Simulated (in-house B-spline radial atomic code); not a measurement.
**RPA and G0W0 on LDA exchange-only: Sb⁴⁺**

Configuration [Kr] 4d10 5s1, highest spin, mean-field start LDA exchange-only. Computed with a B-spline radial code for spherical atoms: all electrons, scalar-relativistic (spin-free one-electron X2C), finite nucleus, each spin shell either full or empty, empty states to l = 9 with an (l + 1/2)⁻⁴ tail; G0W0 by contour deformation at full frequency.

RPA overbinds a lone outer s electron by self-correlation, and G0W0 tends to as well.

Command:
```bash
python run_gw.py task.json out
```
Settings (radii: box in bohr, nucleus in fm):
```
Z                        51
electrons                47
configuration            [Kr] 4d10 5s1
hamiltonian              x2c
method                   lda,
lmax                     9
rms_radius               4.6802
spin_polarised           True
box_radius               11.96
intervals                68
ion_configuration        [Kr] 4d10
```

Time taken, with all properties: 11 s on 1 thread of Arm Neoverse N1 (shared host).

Energies (hartree):

| term | value |
| --- | --- |
| mean-field total | -6466.44999 |
| Hartree-Fock functional on these orbitals | -6474.66835 |
| direct second order | -4.2641 |
| second-order exchange | 1.1808 |
| SOSEX correction | 1.1004 |

Question: What is the RPA correlation energy, and what remains with SOSEX?

Answer: RPA gives -3.7568 hartree (-2.18 eV per electron); RPA + SOSEX gives -2.6564, and the second-order doubles -3.0833 hartree (no singles). SOSEX takes back 29 % of the RPA value.

Quasi-particle levels (eV):

```
  level  occupied  mean field  Σx - vxc     Σc  QP weight    G0W0
  5s up       yes      -49.68     -4.18      ?          ?       ?
4d down       yes      -73.96    -12.73   0.85      0.928  -85.84
  4d up       yes      -74.35    -12.63   0.89      0.867  -86.08
5s down        no      -47.76      6.54  -2.94      0.951  -44.16
```

G0W0 = mean field + (Σx - vxc) + Σc, with Σc (partial-wave tail included) taken at the quasi-particle energy. Only the outer levels were computed. Levels of low weight are left out.

Question: Where does G0W0 put 5s up?

Answer: At -55.96 eV, with Σc = -2.09 eV and a quasi-particle weight of 0.965. The tabulated removal energy is 55 ± 0.1 eV (NIST, semi-empirical); the calculation leaves out spin-orbit coupling, Breit and QED terms, and what these don't explain is the method's own error.

Question: What does it cost to remove one electron (to [Kr] 4d10) by differences of total energies, each species on its own start (correlation terms add to the Hartree-Fock functional)?

Answer: LDA exchange-only 54.94 eV, Hartree-Fock functional 53.40 eV, + RPA 55.64 eV, + RPA + SOSEX 54.89 eV, + second order 55.96 eV. Tabulated: 55 ± 0.1 eV (NIST, semi-empirical); the calculation leaves out spin-orbit coupling, Breit and QED terms, and what these don't explain is the method's own error.
